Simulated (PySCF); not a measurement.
# Stationary points of H₂WN

Level of theory: PySCF, PBE0, basis W def2-TZVP with ECP60, N def2-TZVP, H def2-TZVP (scalar-relativistic core potentials, no spin–orbit coupling, density fitting).

Relaxations began from a few typed shapes; open shells are unrestricted. The search is not exhaustive: other isomers or separated fragments can lie lower, and high-lying points may rest on an excited occupation.

Problem. Order these stationary points by electronic energy, lowest first, in kJ/mol from the lowest minimum.
A. doublet C2v: W–H 1.785 Å (×2), W–N 1.653 Å; H–W–H 137.8°, H–W–N 111.1° (×2)
B. doublet C2v: W–H 1.782 Å (×2), W–N 1.650 Å; H–W–H 134.8°, H–W–N 112.6° (×2)
C. doublet Cs: W–H 1.710 Å (×2), W–N 1.650 Å; H–W–H 113.6°, H–W–N 97.8° (×2)

Solution. C (0.0), A (91.4), B (119.0).

Problem. Which of them are minima?

Solution. By energy in kJ/mol, 0.0: minimum; 91.4: saddle point, 1 imaginary mode; 119.0: saddle point, 1 imaginary mode.

For the lowest minimum: other spin states or occupations of the open shell can lie lower. Spin–orbit coupling, left out here, can matter for elements this heavy.
